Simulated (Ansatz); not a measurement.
`Cl[SiH2][SnH3]` + `[SH][GeH3]` → `Cl[SiH2][S][GeH3]` + `[SnH4]` at 700 K and 1 bar (cleavage of the Si–Sn bond).

Computed with Ansatz on PBE0-D4/def2-TZVP structures; ΔE is electronic, products minus reactants. CCSD(T)/CBS adds triple-zeta CCSD(T) − MP2 to the extrapolated MP2 energy (def2 sets, frozen cores). def2 core potentials past Kr. For Ge, Sn outer-core shells are correlated without core-valence functions, which leaves a few kJ/mol of doubt a bond. Scalar relativity is left out up to krypton. One conformer a species, not always the lowest.

```
            species  CCSD(T)/CBS energy (Eh)  H − E (kJ/mol)  S (J/(mol·K))
   `Cl[SiH2][SnH3]`               -965.91563           171.1          453.1
       `[SH][GeH3]`              -2476.30083           133.1          357.0
`Cl[SiH2][S][GeH3]`              -3225.84041           195.6          499.9
           `[SnH4]`               -216.39156           106.0          282.9
```

H − E and S are ideal-gas, rigid-rotor, harmonic terms from PBE0-D4/def2-TZVP, for one conformer and one mirror image of each species. 1 Eh = 2625.50 kJ/mol, R = 8.31446 J/(mol·K).

Problem. By hand: ΔE, ΔH, ΔS and ΔG.

Solution. ΔE = (-3225.84041) + (-216.39156) − (-965.91563) − (-2476.30083) = -0.01551 Eh = -40.7 kJ/mol. Δ(H − E) = 195.6 + 106.0 − 171.1 − 133.1 = -2.6, so ΔH = -43.3 kJ/mol. ΔS = 499.9 + 282.9 − 453.1 − 357.0 = -27.3 J/(mol·K). ΔG = -43.3 − 700 × (-27.3)/1000 = -24.2 kJ/mol.

Problem. By hand: the equilibrium constant, and the temperature at which ΔG would vanish if ΔH and ΔS stayed fixed.

Solution. log₁₀ K = −ΔG/(RT ln 10) = 1.8. ΔG = 0 at ΔH/ΔS = 1586 K.

TΔS isn't small against ΔH here. A doubt of 5 kJ/mol in ΔE shifts log₁₀ K by 0.4 here. Other conformers and mirror images would add mixing entropy, several J/(mol·K) or more a flexible species. Modes under 60 cm⁻¹, often nearly free rotors, make the harmonic entropy too high. These are equilibria of isolated gas molecules and say nothing of rates. Largest T1 diagnostic: 0.013 (customary marks: 0.02 for closed shells, 0.045 for open ones).
